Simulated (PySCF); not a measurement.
Computed shifts of a molecule C3H8AlCl, PBE0/pcSseg-1 (PySCF), GIAO, gas phase, atoms alike by connectivity averaged where their shifts nearly agree, in ppm (number of nuclei): ¹³C: 12.2 (1), 9.4 (1), -5.8 (1). ¹H: 1.44 (3), 0.59 (2), 0.09 (3). References: ³⁵Cl against HCl (σ = 945.9 ppm); ¹³C against TMS (σ = 186.3 ppm); ¹H against TMS (σ = 31.56 ppm), references at their B3LYP-D3(BJ)/def2-TZVP geometries, non-relativistic (without spin–orbit terms, shifts of atoms bonded to Cl or Br come out too high). Geometry: B3LYP-D3(BJ)/def2-SVP. One conformer was computed; it need not be the lowest.

### Question
Pick the molecule that these values belong to.
A) CC[CH2][AlH][Cl]
B) C[CH2][Al]([CH3])[Cl]
C) C[CH](C)[AlH][Cl]

### Answer
B, C[CH2][Al]([CH3])[Cl]
